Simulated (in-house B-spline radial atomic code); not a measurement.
Ionisation energies along the 36-electron series, configuration [Ar] 3d10 4s2 4p6, as differences of self-consistent energies. NIST's values go from ground level to ground level; the uncertainty of those that are theory runs from under 0.1 % in few-electron ions to several per cent in heavy many-electron ones. Computed with a radial B-spline atomic code at the basis-set limit: non-relativistic Hartree-Fock, average of the configuration, point nuclei.

This level leaves out relativity, spin-orbit splitting included, which matters for heavy ions.

```csv
ion,configuration after,ionisation energy (eV),IE/(q+1)² (eV),-ε less Coulomb ΔSCF (eV),tabulated value (eV),computed minus tabulated (eV)
Cd12+,[Ar] 3d10 4s2 4p5,304.8,1.8034,0.64965,305,-0.2
In13+,[Ar] 3d10 4s2 4p5,341.0,1.7399,0.64571,341,0.0
Sn14+,[Ar] 3d10 4s2 4p5,379.0,1.6846,0.64249,379,0.0
Sb15+,[Ar] 3d10 4s2 4p5,418.8,1.636,0.63986,420,-1.2
Te16+,[Ar] 3d10 4s2 4p5,460.3,1.5929,0.6377,461,-0.7
I17+,[Ar] 3d10 4s2 4p5,503.6,1.5543,0.63594,505,-1.4
Xe18+,[Ar] 3d10 4s2 4p5,548.6,1.5197,0.63452,549,-0.4
Cs19+,[Ar] 3d10 4s2 4p5,595.3,1.4884,0.63337,597,-1.7
Ba20+,[Ar] 3d10 4s2 4p5,643.8,1.4599,0.63246,646,-2.2
La21+,[Ar] 3d10 4s2 4p5,694.0,1.434,0.63175,696,-2.0
Ce22+,[Ar] 3d10 4s2 4p5,746.0,1.4102,0.63121,749,-3.0
Pr23+,[Ar] 3d10 4s2 4p5,799.6,1.3883,0.63081,803,-3.4
Nd24+,[Ar] 3d10 4s2 4p5,855.0,1.368,0.63054,859,-4.0
Pm25+,[Ar] 3d10 4s2 4p5,912.1,1.3493,0.63037,916,-3.9
```
